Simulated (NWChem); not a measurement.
System: 1,1,1,3,3-pentafluoropropane (C₃H₃F₅); SMILES FC(F)CC(F)(F)F

```xyz
11

F     -0.7477    -2.5168    -0.2016
C     -0.1003    -1.4031     0.2558
F      1.2394    -1.5834     0.0731
C     -0.5851    -0.1969    -0.5342
C     -0.0264     1.1280    -0.0491
F      1.3077     1.2157    -0.2236
F     -0.5981     2.1581    -0.7129
F     -0.2775     1.3042     1.2750
H     -0.2934    -1.3042     1.3485
H     -0.3132    -0.3340    -1.5990
H     -1.6886    -0.1461    -0.4615
```
Atoms are numbered in this order, from 1.

Results from NWChem. The geometry was optimised at PBE-D3(BJ)/def2-SVP. Level: M05-2X/def2-SVP with COSMO at NWChem's default radii, gas-phase geometry; rows give the dielectric constant.

| dielectric constant | electrostatic solvation energy (kcal/mol) | dipole in solution (D) |
|---|---|---|
| 1.5 | -1.7 | 1.78 |
| 2.0 | -2.6 | 1.84 |
| 7.6 | -4.7 | 2.00 |
| 20.7 | -5.2 | 2.04 |
| 78.4 | -5.4 | 2.05 |
